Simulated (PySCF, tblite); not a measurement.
Species: C6H9NSi.
Bonds: C1–C2 (double), C2–C3, C3–C4 (aromatic), C4–C5 (aromatic), C5–N6 (aromatic), N6–Si7, N6–C8 (aromatic), C3–C8 (aromatic). Hydrogens: H9, H10 on C1; H11 on C2; H12 on C4; H13 on C5; H14, H15, H16 on Si7; H17 on C8.

Computed with GFN2-xTB (tblite), gas phase: Langevin dynamics at 400 K from the optimised GFN2-xTB geometry, time step 0.5 fs, friction 0.01 fs⁻¹, 2000 steps. Over the second half of the run the saved frames average 388 K.

Frame at 250 fs, instantaneous temperature 338 K:
```
atom  x, y, z in Å
C1      2.950   -0.046    0.167
C2      1.859   -0.612    0.514
C3      0.509   -0.073    0.355
C4      0.044    1.267    0.124
C5     -1.274    1.232    0.026
N6     -1.743   -0.098    0.292
Si7    -3.404   -0.586    0.287
C8     -0.637   -0.818    0.473
H9      3.864   -0.512    0.297
H10     3.070    0.962   -0.305
H11     1.805   -1.609    0.805
H12     0.572    2.187    0.062
H13    -1.892    2.070   -0.256
H14    -3.739   -0.797    1.707
H15    -3.532   -1.855   -0.511
H16    -4.087    0.575   -0.273
H17    -0.701   -1.832    0.619
```

Frame at 425 fs, instantaneous temperature 321 K:
```
atom  x, y, z in Å
C1      2.843    0.420    0.697
C2      1.665   -0.261    0.460
C3      0.333    0.180    0.541
C4     -0.214    1.471    0.336
C5     -1.542    1.369    0.255
N6     -1.876    0.072    0.524
Si7    -3.396   -0.768    0.214
C8     -0.753   -0.606    0.764
H9      3.751   -0.099    0.670
H10     2.851    1.521    0.808
H11     1.697   -1.371    0.407
H12     0.480    2.299    0.108
H13    -2.264    2.027   -0.090
H14    -4.427   -0.523    1.214
H15    -3.101   -2.224    0.338
H16    -3.836   -0.411   -1.066
H17    -0.778   -1.705    0.893
```

Frame at 625 fs, instantaneous temperature 324 K:
```
atom  x, y, z in Å
C1      2.574    0.606    1.402
C2      1.360    0.073    1.547
C3      0.064    0.511    1.025
C4     -0.301    1.546    0.176
C5     -1.599    1.228   -0.220
N6     -1.986    0.074    0.341
Si7    -3.091   -0.920   -0.546
C8     -0.960   -0.398    1.113
H9      3.438    0.042    1.762
H10     2.740    1.604    0.949
H11     1.198   -0.803    2.195
H12     0.213    2.510   -0.055
H13    -2.170    1.558   -1.052
H14    -4.205    0.153   -0.631
H15    -3.647   -2.016    0.436
H16    -2.492   -1.429   -1.792
H17    -1.004   -1.335    1.730
```

Frame at 800 fs, instantaneous temperature 328 K:
```
atom  x, y, z in Å
C1      2.104    0.992    2.346
C2      1.078    0.108    2.264
C3     -0.117    0.242    1.477
C4     -0.255    1.267    0.522
C5     -1.276    1.000   -0.274
N6     -2.005   -0.127    0.199
Si7    -3.491   -0.629   -0.487
C8     -1.211   -0.587    1.247
H9      3.021    0.799    2.928
H10     1.936    1.910    1.788
H11     1.075   -0.926    2.622
H12     0.385    2.116    0.355
H13    -1.467    1.522   -1.210
H14    -3.629   -0.032   -1.810
H15    -4.498   -0.320    0.547
H16    -3.533   -2.050   -0.776
H17    -1.398   -1.497    1.877
```

Frame at 1000 fs, instantaneous temperature 385 K:
```
atom  x, y, z in Å
C1      1.336    2.150    2.587
C2      0.893    0.938    2.283
C3     -0.267    0.640    1.407
C4     -0.666    1.553    0.392
C5     -1.857    1.124   -0.087
N6     -2.140   -0.121    0.438
Si7    -3.686   -0.859   -0.006
C8     -1.175   -0.384    1.347
H9      2.210    2.268    3.235
H10     0.767    3.028    2.159
H11     1.427    0.044    2.664
H12    -0.057    2.324    0.064
H13    -2.545    1.516   -0.863
H14    -3.579   -0.465   -1.419
H15    -4.806   -0.250    0.710
H16    -3.498   -2.300    0.088
H17    -1.334   -1.372    1.824
```

Task: What do single points at PBE0/pcSseg-1 (PySCF, gas phase) give on these frames?

Result: 
| t (fs) | GFN2-xTB E above start (eV) | DFT E above lowest frame (eV) | HOMO (eV) | LUMO (eV) | dipole (D) |
| --- | --- | --- | --- | --- | --- |
| 250 | 0.56 | 0.00 | -5.91 | 0.04 | 2.12 |
| 425 | 0.67 | 0.07 | -5.89 | -0.36 | 2.36 |
| 625 | 0.90 | 0.22 | -6.08 | -0.19 | 2.12 |
| 800 | 0.76 | 0.15 | -5.99 | -0.54 | 1.71 |
| 1000 | 0.62 | 0.03 | -5.98 | -0.16 | 2.53 |

Both levels order the frames alike by energy; measured from each level's lowest frame they differ by 0.12 eV at most. The HOMO–LUMO gap runs from 5.45 to 5.95 eV. These are instantaneous structures, not minima.

Task: And the isotropic GIAO shieldings (ppm) from the same runs?

Result: 
```
atom  250 fs  425 fs  625 fs  800 fs  1000 fs   mean  range
  C1    79.2    65.9    71.8    69.9     64.1   70.2   15.1
  C2    59.7    40.5    43.9    46.5     44.9   47.1   19.2
  C3    51.5    53.9    47.5    48.3     54.7   51.2    7.2
  C4    71.9    70.2    70.6    69.6     71.0   70.7    2.3
  C5    51.0    66.8    52.6    50.9     53.1   54.9   15.9
  N6   109.7   110.0    97.5   111.4     93.9  104.5   17.5
 Si7   400.7   395.6   397.3   405.8    394.8  398.8   11.0
  C8    59.2    54.7    50.8    52.8     64.4   56.4   13.6
  H9    27.6    26.5    26.1    25.4     25.6   26.2    2.2
 H10    25.7    25.3    25.4    25.2     24.9   25.3    0.8
 H11    25.7    24.3    24.6    24.6     24.3   24.7    1.4
 H12    25.2    24.4    24.0    24.8     25.5   24.8    1.5
 H13    24.8    25.9    25.2    24.7     24.5   25.0    1.4
 H14    26.4    26.6    25.3    26.6     26.2   26.2    1.3
 H15    26.0    26.4    25.3    26.4     26.4   26.1    1.1
 H16    26.7    27.5    26.7    26.7     26.6   26.8    0.9
```

The cost below is that of the whole dynamics run. On one thread of an Arm Neoverse V1, no GPU, shared host, this took 14 s and 0.18 GiB of memory at its peak.
